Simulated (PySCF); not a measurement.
C6H10Si2.
Numbering: `[SiH3:1][c:2]1[cH:3][cH:4][c:5]([SiH3:6])[cH:7][cH:8]1` (hydrogens: H9, H10, H11 on Si1; H12 on C3; H13 on C4; H14, H15, H16 on Si6; H17 on C7; H18 on C8)

Level: PBE0/pcSseg-1 and CAM-B3LYP/def2-SVPD in PySCF, non-relativistic, on one gas-phase PBE0-D3(BJ)/def2-SVP geometry that isn't relaxed in the solvent. The solvent is an IEF-PCM continuum (van der Waals radii × 1.2). Only the electrostatic response of the medium enters.

Gas phase at PBE0/pcSseg-1: HOMO -7.50 eV, LUMO -1.13 eV, dipole 0.02 D.

Q: What does the continuum do to the energy, the frontier levels and the dipole at PBE0/pcSseg-1 in chloroform and dimethylsulfoxide?

A: 
```json
{"solvent": "chloroform", "ε": "4.711", "E(solvent) − E(gas) (kcal/mol)": "-1.55", "polarisation term (kcal/mol)": "-1.67", "distortion of the solute (kcal/mol)": "0.12", "HOMO (eV)": "-7.46", "LUMO (eV)": "-1.07", "dipole (D)": "0.03"}
{"solvent": "dimethylsulfoxide", "ε": "46.83", "E(solvent) − E(gas) (kcal/mol)": "-2.28", "polarisation term (kcal/mol)": "-2.54", "distortion of the solute (kcal/mol)": "0.26", "HOMO (eV)": "-7.47", "LUMO (eV)": "-1.08", "dipole (D)": "0.03"}
```

Polarisation term: ½ Σ q·V over the induced surface charges. Distortion: the rise of the solute's own energy as its density leaves the gas-phase optimum. From chloroform to dimethylsulfoxide the lowering changes by a factor 1.47, Onsager's factor (ε − 1)/(2ε + 1) by 1.36 and ε itself by 9.9. Charge and dipole vanish, so a point-dipole model would give no lowering at all.

Q: Which ESP-fitted charges (PBE0/pcSseg-1) respond most in chloroform (means over atoms taken as equivalent)?

A: 
| atoms | environment | gas (e) | solvent (e) | change |
| --- | --- | --- | --- | --- |
| H12/H13/H17/H18 | aromatic hydrogen | +0.148 | +0.161 | +0.013 |
| C3/C4/C7/C8 | aromatic CH carbon | -0.167 | -0.177 | -0.010 |
| C2/C5 | substituted aromatic carbon | -0.024 | -0.028 | -0.004 |
| Si1/Si6 | SiH3 silicon | +0.306 | +0.310 | +0.004 |
| H9 (×6) | Si–H hydrogen | -0.082 | -0.083 | -0.001 |

Gas phase at CAM-B3LYP/def2-SVPD: HOMO -8.64 eV, LUMO -0.05 eV, dipole 0.02 D.

Q: What does the continuum do to the energy, the frontier levels and the dipole at CAM-B3LYP/def2-SVPD in chloroform and dimethylsulfoxide?

A: 
| solvent | ε | E(solvent) − E(gas) (kcal/mol) | polarisation term (kcal/mol) | distortion of the solute (kcal/mol) | HOMO (eV) | LUMO (eV) | dipole (D) |
| --- | --- | --- | --- | --- | --- | --- | --- |
| chloroform | 4.711 | -1.30 | -1.41 | 0.11 | -8.57 | 0.03 | 0.02 |
| dimethylsulfoxide | 46.83 | -1.92 | -2.16 | 0.24 | -8.58 | 0.03 | 0.02 |

Q: How does the static polarisability (CAM-B3LYP/def2-SVPD, frozen core, with the continuum's full static response) change?

A: 
```
           medium  isotropic (au)  principal values (au)  ⟨r²⟩ of the electrons (bohr²)
              gas           126.9     86.3, 119.5, 174.9                         1930.2
       chloroform           159.5    109.1, 157.3, 212.0                         1930.0
dimethylsulfoxide           175.9    124.0, 177.9, 225.8                         1929.7
```

The isotropic value in dimethylsulfoxide is 1.39 times the gas-phase one; no cavity-field correction is applied. ⟨r²⟩ is taken about the centre of nuclear charge.

Rough CPU time on one thread of a shared machine: about 80 s. This is the whole shielding run at PBE0/pcSseg-1 in dimethylsulfoxide, SCF included.
